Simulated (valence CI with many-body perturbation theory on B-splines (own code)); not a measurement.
The numbers below are computed, except where a source is named.
**Se29+: what the settings do**

Level of theory: configuration interaction combined with many-body perturbation theory (CI+MBPT): three valence electrons over a frozen Dirac-Fock core [He], radial functions for each j: 6 s, 6 p, 5 d, 3 f, 1 g, with the one-electron correlation potential Σ1 (screened to all orders), the two-electron term Σ2, the three-electron term Σ3, Breit, model QED; selected single and double excitations, second order for the rest, scaled by the run's own slope (own B-spline code, finite nucleus).

No measured spectrum was set against this ion. As an estimate, large intervals hold to a few tenths of a per cent, small ones and those within an open d or f shell to about a per cent.

The reference run has the lowest level 2s2.2p 2P°_1/2 and an ionisation energy of 3302.78 eV. Its largest variational space holds 4261 state functions.

Names give the largest LS component (configuration and term), which can be under half, so a name can repeat, a term be missing and a line seem to break the LS rules; names also repeat where a configuration has a term twice.

| Level | Reference (cm⁻¹) | Shift (cm⁻¹) |
| --- | --- | --- |
| 2s2.2p 2P°_3/2 | 383769 | -39 |
| 2s.2p2 4P_1/2 | 634302 | -163 |
| 2s.2p2 4P_3/2 | 866783 | -186 |
| 2s.2p2 4P_5/2 | 989981 | -195 |
| 2s.2p2 2D_3/2 | 1255290 | -142 |
| 2s.2p2 2P_1/2 | 1340450 | -46 |
| 2s.2p2 2D_5/2 | 1420080 | -193 |
| 2s.2p2 2S_1/2 | 1750820 | -90 |
| 2s.2p2 2P_3/2 | 1762200 | -52 |
| 2p3 4S°_3/2 | 2021190 | -392 |
| 2p3 2D°_3/2 | 2313600 | -426 |
| 2p3 2D°_5/2 | 2400350 | -437 |

The ionisation energy moves by -0.031 eV.

Q: Which of these changes was made?
A. correlating orbitals by l 3 3 3 2 1 → 2 1 3 3 2
B. highest l in the core sums 6 → 2
C. Breit term on → off; QED terms on → off; highest l with Σ1, explicit Σ2 and valence Breit (higher l get mean screening factors) 3 → 1
D. three-electron term on → off

A: A. correlating orbitals by l 3 3 3 2 1 → 2 1 3 3 2.
